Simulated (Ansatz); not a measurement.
Q: Name a neutral molecule of Al, C, F, O and H with HOMO energy (B3LYP/def2-TZVPP) between -7.80 and -7.50 eV and HOMO energy (PBE0/def2-TZVPP) between -8.10 and -7.80 eV (Ansatz, PBE0-D4/def2-TZVP geometry).

A: `[OH][AlH]/[CH]=C/F` (-7.57 eV, -7.81 eV); `[OH][AlH][CH2]F` (-7.66 eV, -7.87 eV). Other molecules can fit too; these were computed, each in one conformer that needn't be the lowest.

B3LYP here is the variant with VWN-RPA as its local correlation; programs differ in this.
